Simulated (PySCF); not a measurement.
A PySCF script (with the pyscf-properties extension) for the NMR shieldings of SMILES CB(C)B1OCOC=C1[SiH3], C5H12B2O2Si, on a GFN2-xTB geometry:

```python
import basis_set_exchange as bse
import numpy as np
from pyscf import gto, dft
from pyscf.prop import nmr

atoms = """
C    -2.325770   -0.253260    1.151910
B    -1.469859    0.164544   -0.110602
C    -2.015783    1.353586   -0.998818
B    -0.000316   -0.543428   -0.432701
O     0.126749   -1.701732   -1.132338
C     1.394636   -2.237998   -1.343962
O     2.270603   -2.121092   -0.258225
C     2.288955   -0.889821    0.331111
C     1.322191    0.028071    0.206764
Si    1.492347    1.707448    1.009443
H    -1.714784   -0.476790    2.024458
H    -2.851087   -1.178904    0.912370
H    -3.081282    0.474081    1.442227
H    -3.089491    1.509694   -0.916987
H    -1.537744    2.266102   -0.638591
H    -1.762482    1.273218   -2.053439
H     1.293840   -3.311111   -1.544054
H     1.844875   -1.737560   -2.225010
H     3.184033   -0.784608    0.934035
H     2.742324    1.767632    1.775349
H     1.519963    2.741044   -0.034287
H     0.357671    1.970272    1.900497
"""
names = dict.fromkeys(["C", "B", "O", "Si", "H"], "pcSseg-1")
basis = {el: gto.basis.parse(bse.get_basis(n, elements=[el], fmt="nwchem")) for el, n in names.items()}
mol = gto.M(atom=atoms, basis=basis, charge=0, verbose=0)
mf = dft.RKS(mol, xc="PBE0")
mf.grids.level = 2
mf.grids.alignment = dft.numint.BLKSIZE   # the property module wants whole blocks of grid points
mf.conv_tol = 1e-9
mf.kernel()

calc = nmr.RKS(mf)   # GIAO
C = mf.mo_coeff
Co = C[:, mf.mo_occ > 0]
resp = mf.gen_response(singlet=True, hermi=2)
def vind(x):   # induced exchange potential for any number of trial vectors
    d = np.einsum("pi,xij,qj->xpq", C, 2 * x.reshape(-1, C.shape[1], Co.shape[1]), Co, optimize=True)
    return np.einsum("xpq,pi,qj->xij", resp(d - d.transpose(0, 2, 1)), C, Co, optimize=True).ravel()
mo1, _ = nmr.rhf.solve_mo1(calc, with_cphf=vind)
sigma = calc.kernel(mo1)
for i, s in enumerate(sigma):   # ppm
    print("%2d %-2s %9.2f" % (i, mol.atom_pure_symbol(i), np.trace(s) / 3))
```

Question: Give the expected output.

Answer: 
```
 0 C     167.60
 1 B       0.50
 2 C     166.60
 3 B      53.34
 4 O     152.27
 5 C      98.30
 6 O     154.35
 7 C      17.98
 8 C      78.98
 9 Si    423.12
10 H      30.27
11 H      30.92
12 H      30.45
13 H      30.33
14 H      30.81
15 H      30.13
16 H      25.93
17 H      26.21
18 H      24.50
19 H      27.70
20 H      27.48
21 H      27.68
```

These numbers come from an equivalent density-fitted implementation of the same equations, which agrees with the script to about 0.01 ppm for H and up to a few tenths of a ppm for heavy atoms, so last digits may differ.

Size and cost of the density-fitted run: 237 basis functions, 92 s wall time on 1 thread of an Arm Neoverse N1, shared host; peak memory 1.2 GiB.
